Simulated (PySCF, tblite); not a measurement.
Isomers of C4H6F3O (doublet state), one GFN2-xTB conformer each. Single-point energies are computed at B3LYP/pcH-1 (PySCF, gas phase, no added dispersion term), electronic only. GFN2-xTB treats the open shell by occupation alone, and not every SCF solution was tested for stability.

Task: Rank them by B3LYP/pcH-1 energy, lowest first (kJ/mol).
A. `[CH3:1][C:2]([CH3:3])[O:4][C:5]([F:6])([F:7])[F:8]` (doublet state) with C1–C2–O4–C5 -173°
B. `[CH3:1][C@@H:2]([F:3])[O:4][CH2:5][C:6]([F:7])[F:8]` (doublet state) with C1–C2–O4–C5 174°, C2–O4–C5–C6 -63°, O4–C5–C6–F7 -68°
C. `[CH3:1][C:2]([F:3])[O:4][CH2:5][CH:6]([F:7])[F:8]` (doublet state) with C1–C2–O4–C5 -175°, C2–O4–C5–C6 76°, O4–C5–C6–F7 -89°

Result: A (0.0), C (62.3), B (72.3).

Neighbours under 21 kJ/mol apart (C[C](F)OCC(F)F and C[C@@H](F)OC[C](F)F) can change places with a better method, another conformer or zero-point energy. GFN2-xTB itself gives, in the same order: 0.0, 70.4, 86.4. Both levels put the same isomer lowest; measured from each level's own lowest isomer, the values differ by up to 14.1 kJ/mol (C[C@@H](F)OC[C](F)F: 86.4 against 72.3).

Task: What happens when harmonic zero-point energies from GFN2-xTB frequencies are added?

Result: 
| SMILES | ZPE (kJ/mol) | electronic (kJ/mol) | with ZPE (kJ/mol) |
| --- | --- | --- | --- |
| C[C](C)OC(F)(F)F | 251.1 | 0.0 | 0.0 |
| C[C](F)OCC(F)F | 253.5 | 62.3 | 64.7 |
| C[C@@H](F)OC[C](F)F | 253.7 | 72.3 | 74.8 |

The zero-point energies span 2.6 kJ/mol. The order is unchanged.
